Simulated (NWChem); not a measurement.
System: PH, triplet; SMILES [PH]

NWChem printed, in part:

```
             Northwest Computational Chemistry Package (NWChem) 7.3.0
             --------------------------------------------------------

                             Geometry "geometry" -> ""
                             -------------------------

 Output coordinates in angstroms (scale by  1.889725989 to convert to a.u.)

  No.       Tag          Charge          X              Y              Z
 ---- ---------------- ---------- -------------- -------------- --------------
    1 P                   15.0000     0.00000000     0.00000000    -0.10208600
    2 H                    1.0000     0.00000000     0.00000000     1.32608900

 Effective nuclear repulsion energy (a.u.)       5.5579034327

                                 NWChem DFT Module
                                 -----------------

 Summary of "ao basis" -> "ao basis" (spherical)
 ------------------------------------------------------------------------------
       Tag                 Description            Shells   Functions and Types
 ---------------- ------------------------------  ------  ---------------------
 P                          def2-svp                 8       18   4s3p1d
 H                          def2-svp                 3        5   2s1p

 in cosmo_initialize ...
 calling solv_data for solv:chcl3

 solvent parameters
 solvname_short: chcl3
 solvname_long:  chloroform
 dielec:        4.7113
 dielecinf:     2.0906
 nonaqueous SMD model solvent descriptors
 dielec:        4.7113
 sola:          0.1500
 solb:          0.0200
 solc:          0.0000
 solg:         38.3900
 solh:          0.7500
 soln:          1.4459

          ---------------
          -cosmo- solvent
          ---------------
 Cosmo: York-Karplus, doi: 10.1021/jp992097l
 dielectric constant -eps-     =   4.71
 screen = (eps-1)/(eps    )    =   0.78774
 surface charge correction     = lagrangian

   van der Waals surface
 --------------------------

 ---------- ATOMIC COORDINATES (A.U.) ------------ VDWR(ANG.) --
     1    0.00000000    0.00000000   -0.19291457     2.120
     2    0.00000000    0.00000000    2.50594485     1.200
 number of segments per atom =        128
 number of   points per atom =        128
 atom (   nspa,  nppa )
 ----------------------
    1 (    120,     0 )       0
    2 (     48,     0 )       0
 number of -cosmo- surface points =      168
 molecular surface =     56.594 angstrom**2
 molecular volume  =     40.949 angstrom**3
 -lineq- algorithm             =   0
 -bem- low  level              =   3
 -bem- from -octahedral-
 gaussian surface charge width =   4.50000
 degree of switching           =   1.00000
 switching function tolerance  =   0.00010
 atomic radii =
 --------------
    1 15.000  2.120
    2  1.000  1.200
 ...... end of -cosmo- initialization ......

[...]

                                COSMO-SMD solvation results
                                ---------------------------

             internal energy in gas <Psi(g)|H|Psi(g)> =      -341.757969649738
         internal energy in solvent <Psi(s)|H|Psi(s)> =      -341.757815983692
                               delta internal energy  =         0.000153666045 (    0.10 kcal/mol)
   total free energy in solvent <Psi(s)|H+V/2|Psi(s)> =      -341.758571403090
 polarization energy contribution <Psi(s)|V/2|Psi(s)> =        -0.000755419398 (   -0.47 kcal/mol)
    total free energy in solvent including G(SMD-CDS) =      -341.757544836520
                       G(SMD-CDS) energy contribution =         0.001026566570 (    0.64 kcal/mol)
     1 M fixed-concentration free energy of solvation =         0.000424813217 (    0.27 kcal/mol)

                    DFT Final Alpha Molecular Orbital Analysis
                    ------------------------------------------

 Vector    7  Occ=1.000000D+00  E=-4.015927D-01
              MO Center= -6.7D-09,  7.8D-09,  1.6D-01, r^2= 1.8D+00
   Bfn.  Coefficient  Atom+Function         Bfn.  Coefficient  Atom+Function
  ----- ------------  ---------------      ----- ------------  ---------------
    19      0.361357  2 H  s                 10      0.349916  1 P  pz
    13      0.330210  1 P  pz                 4     -0.302556  1 P  s
     3     -0.271442  1 P  s                 20      0.217412  2 H  s
     7     -0.194474  1 P  pz                 2     -0.181178  1 P  s
    16      0.071971  1 P  d  0               1     -0.027903  1 P  s

 Vector    8  Occ=1.000000D+00  E=-3.048782D-01
              MO Center=  4.2D-08, -5.6D-08, -7.9D-02, r^2= 1.7D+00
   Bfn.  Coefficient  Atom+Function         Bfn.  Coefficient  Atom+Function
  ----- ------------  ---------------      ----- ------------  ---------------
    12      0.516711  1 P  py                11     -0.406384  1 P  px
     9      0.369757  1 P  py                 8     -0.290807  1 P  px
     6     -0.198564  1 P  py                 5      0.156167  1 P  px

 Vector    9  Occ=1.000000D+00  E=-3.048782D-01
              MO Center=  1.2D-09,  8.1D-09, -7.9D-02, r^2= 1.7D+00
   Bfn.  Coefficient  Atom+Function         Bfn.  Coefficient  Atom+Function
  ----- ------------  ---------------      ----- ------------  ---------------
    11      0.516711  1 P  px                12      0.406384  1 P  py
     8      0.369757  1 P  px                 9      0.290807  1 P  py
     5     -0.198564  1 P  px                 6     -0.156167  1 P  py

 Vector   10  Occ=0.000000D+00  E= 9.741264D-02
              MO Center= -2.2D-09,  2.4D-09,  6.9D-01, r^2= 3.1D+00
   Bfn.  Coefficient  Atom+Function         Bfn.  Coefficient  Atom+Function
  ----- ------------  ---------------      ----- ------------  ---------------
    20      1.474518  2 H  s                 13     -1.122570  1 P  pz
     4     -0.747514  1 P  s                  3     -0.314150  1 P  s
    19      0.285504  2 H  s                 10     -0.236019  1 P  pz
     2     -0.162322  1 P  s                  7      0.145514  1 P  pz
    16      0.126325  1 P  d  0

[...]
```

Level: M05-2X/def2-SVP, spin-unrestricted, SMD on the gas-phase geometry. The geometry was optimised at PBE0-D3(BJ)/def2-TZVP, spin-unrestricted. No stability test was run on the SCF state. Solvent: chloroform.

Q: Write an input that gives this output.

A: Several could match; the one computed here: the input that was run:
```
start job
memory heap 200 mb stack 900 mb global 1100 mb
geometry units angstroms noautosym nocenter noautoz
  P      0.000000     0.000000    -0.102086
  H      0.000000     0.000000     1.326089
end
basis spherical
  * library def2-svp
end
dft
  odft
  mult 3
  xc m05-2x
  iterations 150
end
cosmo
  do_cosmo_smd true
  solvent chcl3
end
task dft energy
```
